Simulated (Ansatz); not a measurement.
System: hydrogen iodide, HI, charge 0, multiplicity 1. SMILES: I
Geometry: optimised at B3LYP-D3(BJ)/def2-TZVP (Ansatz, a program for electronic structure).

Quantity: vertical ionisation energy (to the doublet state of charge +1; each state is the SCF solution reached for its spin), in eV. Correlated levels leave the core frozen unless marked. Open shells are spin-unrestricted. Spin-orbit coupling is left out. The frozen core is the preceding noble-gas configuration, with the filled d and f shells of earlier blocks. In def2 rows, elements after Kr have scalar-relativistic effective core potentials. CBS marks a two-point X^-3 extrapolation of the correlation energy; Hartree-Fock from the larger set.

| level | program | vertical ionisation energy (eV) |
|---|---|---|
| SVWN5/def2-TZVPD | Ansatz | [?] |
| PBE/def2-TZVPD | Ansatz | 10.53 |
| r2SCAN/def2-TZVPD | Ansatz | 10.56 |
| B3LYP/def2-TZVPD | Ansatz | 10.62 |
| PBE0/def2-TZVPD | Ansatz | 10.56 |
| BHLYP/def2-TZVPD | Ansatz | [?] |
| CAM-B3LYP/def2-TZVPD | Ansatz | 10.62 |
| wB97M-V/def2-TZVPD | Ansatz | 10.52 |
| wB97X-V/def2-TZVPD | Ansatz | [?] |
| CCSD/def2-SVPD | Ansatz | 10.31 |
| CCSD/def2-TZVPPD | Ansatz | [?] |
| CCSD/def2-QZVPPD | Ansatz | 10.52 |
| CCSD(T)/CBS(def2-TZVPPD,def2-QZVPPD) | Ansatz | 10.68 |

Some entries are withheld; supply them.


- SVWN5/def2-TZVPD, vertical ionisation energy (eV): 10.79
- BHLYP/def2-TZVPD, vertical ionisation energy (eV): 10.49
- wB97X-V/def2-TZVPD, vertical ionisation energy (eV): 10.59
- CCSD/def2-TZVPPD, vertical ionisation energy (eV): 10.40
